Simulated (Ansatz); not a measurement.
`C[NH][Ge]([Cl])([NH]C)[NH]C`, relaxed with RKS PBE0-D4/def2-TZVP in Ansatz 0.2.0 from a PBE-D4/def2-SVP geometry. The force threshold is 0.005 eV/Å; the program also tests the step.

Total charge 0; spin multiplicity 1.

Start:

```xyz
20

C    -0.198   -1.253   -2.325
N    -0.235   -0.111   -1.429
Ge   -0.404   -0.272    0.380
Cl   -2.145   -1.569    0.744
N     0.953   -1.158    1.225
C     2.339   -0.744    1.124
N    -0.616    1.451    0.967
C    -1.733    2.261    0.493
H    -0.908   -2.024   -1.961
H     0.802   -1.743   -2.418
H    -0.530   -0.967   -3.347
H     0.318    0.696   -1.729
H     0.703   -1.685    2.065
H     2.516   -0.291    0.126
H     2.666    0.008    1.884
H     3.026   -1.616    1.201
H    -0.451    1.547    1.974
H    -1.867    2.092   -0.594
H    -2.710    2.032    0.983
H    -1.525    3.344    0.637
```

How much energy does the relaxation release, and in how many steps? (Best estimate.)

Computed: 0.09 eV, in 12 steps.

Which bonds change most? (Best estimate.)

Ansatz gave: Ge3–Cl4 from 2.202 to 2.170 Å; C6–H15 from 1.118 to 1.098 Å; C1–H10 from 1.117 to 1.098 Å; C8–H19 from 1.116 to 1.097 Å.

Give the relaxed structure. (Best estimate.)

Computed: 
```xyz
20

C    -0.209   -1.291   -2.329
N    -0.314   -0.131   -1.468
Ge   -0.412   -0.288    0.333
Cl   -2.135   -1.538    0.757
N     0.946   -1.196    1.122
C     2.294   -0.673    1.148
N    -0.567    1.414    0.944
C    -1.673    2.258    0.523
H    -0.917   -2.054   -1.997
H     0.788   -1.749   -2.345
H    -0.481   -1.026   -3.355
H     0.237    0.657   -1.773
H     0.692   -1.746    1.927
H     2.515   -0.184    0.195
H     2.481    0.063    1.942
H     3.018   -1.485    1.263
H    -0.373    1.497    1.932
H    -1.845    2.122   -0.546
H    -2.616    2.038    1.039
H    -1.430    3.312    0.687
```
